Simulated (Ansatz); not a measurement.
# Which method gave which barrier?

Saddle point of InH₅SO₂, closed shell (InH₃SO₂ ([OH][In]([OH])[SH]) + H₂ → InH₃O₂ ([OH][InH][OH]) + H₂S (still joined by a long In–S bond); bonds formed: In1–H6, S2–H5; bonds broken: H5–H6; bonds weakened to dative contacts: In1–S2), PBE0-D4/def2-TZVP structure:

| atom | x (Å) | y (Å) | z (Å) |
| --- | --- | --- | --- |
| In1 | 0.1072 | -0.4055 | 0.2072 |
| S2 | -0.1021 | 2.1172 | -0.4614 |
| O3 | 0.5634 | -0.7949 | 2.0922 |
| O4 | 0.9036 | -1.3698 | -1.3218 |
| H5 | -1.3305 | 1.0142 | -0.3259 |
| H6 | -1.7446 | 0.0295 | -0.1206 |
| H7 | 0.0802 | 1.7743 | -1.7494 |
| H8 | 0.0581 | -0.2692 | 2.7165 |
| H9 | 1.4646 | -2.0957 | -1.0369 |

Computed with Ansatz 0.2.0 (basis: def2-TZVPP, with def2-QZVPP for the basis limit); correlated methods freeze the cores. Filled d shells of the heavier atoms are correlated. Core potentials replace the inner electrons of the atoms past krypton. The def2 sets are not built for correlating such inner shells, so the correlated values are less sure here. Extrapolation: Hartree–Fock as exp(−7.88 √X), correlation as X^−2.97. Four methods, as single points on the PBE0-D4 structures, gave these electronic barriers from the start structure: 21.41, 30.36, 36.05, 45.95 kcal/mol.

(1) The methods were, in alphabetical order, CCSD(T), HF, r2SCAN-D4, SPW92. Which gave which? (A judgement: the text doesn't fix the answer.)

No T1 diagnostic of these runs exceeds 0.017.

Results:

(1) Computed: SPW92 21.41; r2SCAN-D4 30.36; CCSD(T) 36.05; HF 45.95 kcal/mol. For comparison, CCSD(T) at an estimated basis limit (MP2 extrapolated from triple and quadruple zeta, plus CCSD(T) − MP2 in triple zeta) gives 35.74 kcal/mol.

Labels in which every atom is bracketed show which atoms are joined, not bond orders.

For scale, one of the runs: CCSD(T)/def2-TZVPP, 224 basis functions, launched by `ansatz run in.yaml --threads 4 --pin off --events-out ev --progress --plain --max-ram 9574MiB`. Hardware: 4 CPU threads of an Intel Xeon, shared host. Wall time 3.1 min; peak host memory 4 GiB.
